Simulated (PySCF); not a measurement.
## From a computed spectrum to the compound

A species of 8 atoms with charge 0 has these harmonic modes (PBE0, small Gaussian bases with core potentials, PySCF 2.14.0):

```tsv
cm⁻¹	km/mol	symmetry
66	5.5	e
66	5.5	e
67	29.7	a1
74	4.7	e
74	4.7	e
127	0.0	a2
318	3.6	a1
332	3.0	a1
340	74.1	e
340	74.1	e
564	51.0	e
564	51.0	e
1225	171.0	a1
1625	27.3	e
1625	27.3	e
3484	40.0	a1
3605	57.9	e
3605	57.9	e
```

**Question.** Which species is it, and in which structure?

**Answer.** ErCl3(NH3) (singlet in the valence; each metal's 4f electrons, 11 of them, lie in its core potential, out of spins and levels):
```xyz
8

Er    0.0368   -0.0368    0.0368
Cl    1.1724    1.8367    1.1724
Cl   -1.8367   -1.1724    1.1724
Cl    1.1724   -1.1724   -1.8367
N    -1.3622    1.3622   -1.3622
H    -1.9717    1.9717   -0.8118
H    -0.8118    1.9717   -1.9717
H    -1.9717    0.8118   -1.9717
```
Ideal gas at 298.15 K and 1 bar: S = 432.8 J/(mol K), Cp = 119.9 J/(mol K), H − H(0 K) = 27.2 kJ/mol (rigid rotor, harmonic modes, spin degeneracy alone, that of the 4f electrons in the core included). An lcecp potential fixes the number of 4f electrons, so in runs with it no electron can move into or out of that shell.
 The answer isn't unique; the calculation gave this one.
